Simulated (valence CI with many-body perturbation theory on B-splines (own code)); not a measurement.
Results of a calculation; reference values are marked as such.
# Bi11+: what each term of the Hamiltonian does

Level of theory: relativistic CI+MBPT: four valence electrons over a frozen Dirac-Fock core [Xe] 4f14, a basis of 9 s, 9 p, 10 d, 8 f, 5 g, 3 h, 1 i functions for each j, with the one-electron correlation potential Σ1, the two-electron term Σ2, the three-electron term Σ3, Breit, model QED; selected CI, second order for the rest, scaled by the run's own slope (own B-spline code, finite nucleus).

No measured levels were compared; by estimate terms of the open shell hold to 2 to 4 % of their energy, and close levels can change places. Core correlation moves these levels by up to 15000 cm⁻¹, and in measured spectra 5 to 20 % of such shifts remained as error; rates that hang on mixing are uncertain with them. The list stops below the first excitations out of the core. Only levels of the ground parity were solved; by the run's estimate the other parity begins above the list, which can be wrong where configurations are misplaced.

Each rung adds one term. CI alone is the Dirac-Coulomb CI over the frozen core; QED comes last and gives the full result, which names the levels. Energies are above (5d3/2^4) J=0 on the same rung, in eV.

Levels are named by their leading jj configuration (3d3/2^4 stands for four electrons in 3d with j = 3/2), which in mixed levels can hold well under half, so a name can repeat and another be missing. Letters in brackets count levels of one name in rising energy.

| Level | CI alone | + Σ1 | + Σ2 | + Σ3 | + Breit | Full |
| --- | --- | --- | --- | --- | --- | --- |
| (5d3/2^3 5d5/2) J=1 | 2.514 | 2.628 | 2.637 | 2.660 | 2.593 | 2.603 |
| (5d3/2^3 5d5/2) J=2 | 4.019 | 4.174 | 4.164 | 4.182 | 4.091 | 4.105 |
| (5d3/2^3 5d5/2) J=4 | 4.701 | 4.831 | 4.738 | 4.730 | 4.653 | 4.664 |
| (5d3/2^3 5d5/2) J=3 | 4.792 | 4.952 | 4.913 | 4.918 | 4.826 | 4.840 |
| (5d3/2^2 5d5/2^2) J=0 [a] | 6.676 | 6.898 | 7.033 | 7.022 | 6.897 | 6.917 |
| (5d3/2^2 5d5/2^2) J=4 [a] | 7.182 | 7.416 | 7.351 | 7.361 | 7.223 | 7.243 |
| (5d3/2^2 5d5/2^2) J=2 [a] | 7.568 | 7.767 | 7.769 | 7.768 | 7.657 | 7.674 |
| (5d3/2^2 5d5/2^2) J=3 [a] | 7.673 | 7.891 | 7.802 | 7.788 | 7.664 | 7.683 |
| (5d3/2^2 5d5/2^2) J=5 | 8.421 | 8.659 | 8.474 | 8.469 | 8.329 | 8.350 |
| (5d3/2^2 5d5/2^2) J=1 | 8.451 | 8.695 | 8.777 | 8.779 | 8.643 | 8.664 |
| (5d3/2^2 5d5/2^2) J=6 | 9.008 | 9.253 | 9.014 | 9.015 | 8.868 | 8.888 |
| (5d3/2^2 5d5/2^2) J=4 [b] | 9.567 | 9.814 | 9.691 | 9.643 | 9.501 | 9.522 |
| (5d3/2^2 5d5/2^2) J=2 [b] | 9.600 | 9.845 | 9.804 | 9.782 | 9.644 | 9.665 |
| (5d3/2^2 5d5/2^2) J=3 [b] | 9.716 | 9.948 | 9.822 | 9.787 | 9.656 | 9.676 |
| (5d3/2 5d5/2^3) J=4 [a] | 10.931 | 11.255 | 11.254 | 11.247 | 11.062 | 11.091 |
| (5d3/2^2 5d5/2^2) J=2 [c] | 11.199 | 11.463 | 11.646 | 11.623 | 11.479 | 11.501 |
| (5d3/2 5d5/2^3) J=3 [a] | 11.722 | 12.063 | 12.126 | 12.099 | 11.905 | 11.935 |
| (5d3/2 5d5/2^3) J=5 | 12.583 | 12.943 | 12.873 | 12.851 | 12.641 | 12.672 |
| (5d3/2 5d5/2^3) J=1 [a] | 12.498 | 12.838 | 12.933 | 12.877 | 12.685 | 12.716 |

Task: How does the ionisation energy move along the ladder, and which term matters most?

Result: CI alone 205.94, + Σ1 207.81, + Σ2 209.10, + Σ3 209.11, + Breit 209.02, + QED 209.04 eV. The largest step is Σ1, 1.86 eV. NIST lists 208 ± 2.5 eV (theoretical).
